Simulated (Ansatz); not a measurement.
Ansatz (a first-principles code) input (RI-MP2/aug-cc-pVQZ):
A basis named .json is the Basis Set Exchange file of that set.

Ansatz 0.2 input:
```yaml
crystal:
  periodic: [false, false, false]
  atoms:
    - {symbol: C, position_ang: [-1.90578204, 0.00041963, -0.45091921]}
    - {symbol: O, position_ang: [-0.68991202, 0.74822157, -0.26955687]}
    - {symbol: C, position_ang: [0.38849616, 0.04103204, 0.08607662]}
    - {symbol: F, position_ang: [0.71824651, -0.90422339, -0.82352320]}
    - {symbol: F, position_ang: [1.41867592, 0.87366117, 0.21145327]}
    - {symbol: F, position_ang: [0.22496617, -0.60787866, 1.26157132]}
    - {symbol: H, position_ang: [-2.19418103, -0.48907061, 0.47883213]}
    - {symbol: H, position_ang: [-1.78599489, -0.73429387, -1.24656947]}
    - {symbol: H, position_ang: [-2.65381005, 0.73484971, -0.73226473]}
basis:
  gaussian:
    orbitals: aug-cc-pVQZ
    fitting: {mean_field: def2-universal-jkfit, correlation: aug-cc-pVQZ-RIFIT.json}
total_charge: 1
magnetization: {spin_polarized: true, initial_magnetization: 1}
correlation: {method: mp2, electrons: outside_noble_gas}
```

End of the output:

```
integrals: 1.72 GiB planned
512 factors; integrals over basis functions are off by at most 3.8e0 eV
mean field: 3.56 GiB planned
mean field evaluation 1: about -12250.8798 eV, gradient 4.2e1 eV
mean field evaluation 2: about -12255.1051 eV, gradient 2.7e1 eV
mean field evaluation 4: about -12257.3996 eV, gradient 3.1e0 eV
mean field evaluation 8: about -12257.9036 eV, gradient 2.9e-1 eV
mean field evaluation 16: about -12256.3628 eV, gradient 1.9e-6 eV
mean field evaluation 32: about -12255.3363 eV, gradient 4.3e0 eV
mean field -12257.90458883 eV, -450.4696849334 hartree, gradient 1.2e-6 eV, S^2 0.761865; 6 other end points of the search recorded, 0 dependent functions left out
6 core orbitals not correlated
1248 factors; their error is unknown
reference -12257.90458883 eV, -450.4696849334 hartree; 19, 18 occupied and 593, 594 virtual orbitals, 1248 factors
second order -37.58912769 eV of doubles, -0.00000000 eV of singles
Total energy: -12295.49371653 eV, -451.8510598973 hartree
```

This state (charge 1, doublet) is run at the relaxed geometry of the species with charge 0 and multiplicity 1.
